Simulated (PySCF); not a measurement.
Compound: C7H7O2 (charge -1).
Atom-mapped SMILES: `[CH2:1]=[C:2]([CH3:3])[c:4]1[cH:5][cH:6][c:7]([O-:8])[o:9]1` (hydrogens: H10, H11 on C1; H12, H13, H14 on C3; H15 on C5; H16 on C6)

Structure used (GFN2-xTB), in Å, numbered top down from 1:
```xyz
16
C7H7O2 angstrom
C     -1.8883   -1.1819   -0.0601
C     -1.1213   -0.0876    0.1230
C     -1.7563    1.2702    0.2690
C      0.2982   -0.1111    0.1970
C      1.2189   -1.1407    0.1249
C      2.4888   -0.5965    0.2733
C      2.3367    0.7966    0.4380
O      3.1629    1.7035    0.6024
O      0.9845    1.0779    0.3889
H     -2.9634   -1.1137   -0.1052
H     -1.4641   -2.1650   -0.1657
H     -1.3830    1.9409   -0.5039
H     -1.4870    1.7048    1.2310
H     -2.8415    1.2060    0.1956
H      0.9771   -2.1798   -0.0200
H      3.4301   -1.1146    0.2680
```

A PySCF run (density fitting, gas phase, GFN2-xTB geometry) gave HOMO 0.67 eV, LUMO 2.96 eV.

Question: Which of these levels was it?
A. KT3/def2-SVPD
B. CAM-B3LYP/def2-SVPD
C. PBE0/pcSseg-1

Answer: A. It is KT3/def2-SVPD. All candidates on this geometry:

```tsv
level and settings	kind	basis functions	SCF cycles	E (Eh)	HOMO (eV)	LUMO (eV)
KT3/def2-SVPD, level shift 0.2 Eh	GGA	242	14	-427.5641	0.67	2.96
PBE0/pcSseg-1	global hybrid	188	15	-420.8965	0.01	3.88
CAM-B3LYP/def2-SVPD, grid level 4	range-separated hybrid	242	15	-420.9392	-1.28	4.53
```

The nearest other candidate, by the summed differences of HOMO and LUMO, is PBE0/pcSseg-1: its HOMO differs by -0.66 eV and its LUMO by +0.92 eV. Cycle counts include a coarse-grid stage where the run had one. KT3 was designed for NMR shieldings or shifts; total energies of different functionals aren't comparable. The HOMO energy is positive at KT3/def2-SVPD and PBE0/pcSseg-1; such an orbital is held in place by the finite basis.
